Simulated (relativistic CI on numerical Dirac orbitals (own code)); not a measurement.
## Transition arrays of Cd XXVII

Calculated at this level of theory: Dirac-Coulomb-Breit CI, orbitals from a KLI potential per configuration, model QED, valence Slater integrals scaled by 0.9, whole transition arrays (own radial code, finite nucleus).

Configuration list (outside the closed core [Ne] 3s2): 3p⁶3d⁴, 3p⁶3d³4f, 3p⁵3d⁵, 3p⁶3d³4p, 3p⁶3d³5f. Levels of other configurations are missing.

All E1 lines from the levels of 3p⁶3d⁴; mean and standard deviation are weighted by gf, and upper levels are sorted by their leading configuration.

| Upper configuration | Lines | Σgf | Mean (eV) | Mean (nm) | σ (eV) | Strongest line (nm) |
| --- | --- | --- | --- | --- | --- | --- |
| 3p⁶3d³4f | 2825 | 666.9 | 754.90 | 1.642 | 7.21 | 1.630 |
| 3p⁵3d⁵ | 3245 | 219.0 | 215.87 | 5.743 | 19.90 | 5.216 |
| 3p⁶3d³4p | 1718 | 31.6 | 611.05 | 2.029 | 6.83 | 2.023 |
| 3p⁶3d³5f | 2825 | 191.1 | 985.32 | 1.258 | 7.72 | 1.253 |

Σgf per state of the lower configuration in bins of 0.2 nm over the central range (centre: value): 1.3: 0.91, 1.7: 3.17, 2.1: 0.14, 5.1: 0.08, 5.3: 0.23, 5.5: 0.19, 5.7: 0.13, 5.9: 0.07, 6.1: 0.07, 6.3: 0.06, 6.5: 0.09.

Question: How do configuration mixing and the scaling of the Slater integrals move the arrays?

Answer: Slater scale 0.9, no configuration mixing: 3p⁶3d³4f 754.9 ± 7.2 eV (Σgf 655.6), 3p⁵3d⁵ 216.1 ± 19.9 eV (Σgf 230.0), 3p⁶3d³4p 611.2 ± 6.8 eV (Σgf 30.9), 3p⁶3d³5f 985.1 ± 7.7 eV (Σgf 157.8); Slater scale 1: 3p⁶3d³4f 755.8 ± 7.8 eV (Σgf 670.9), 3p⁵3d⁵ 218.4 ± 20.8 eV (Σgf 220.2), 3p⁶3d³4p 611.1 ± 7.4 eV (Σgf 31.7), 3p⁶3d³5f 985.7 ± 8.4 eV (Σgf 192.5); Slater scale 0.8: 3p⁶3d³4f 754.0 ± 6.7 eV (Σgf 662.9), 3p⁵3d⁵ 213.4 ± 19.1 eV (Σgf 217.8), 3p⁶3d³4p 611.0 ± 6.3 eV (Σgf 31.5), 3p⁶3d³5f 985.0 ± 7.1 eV (Σgf 189.8). With mixing, levels are counted to their leading configuration, so an array can shrink or vanish into another, and the sums then hold other lines.
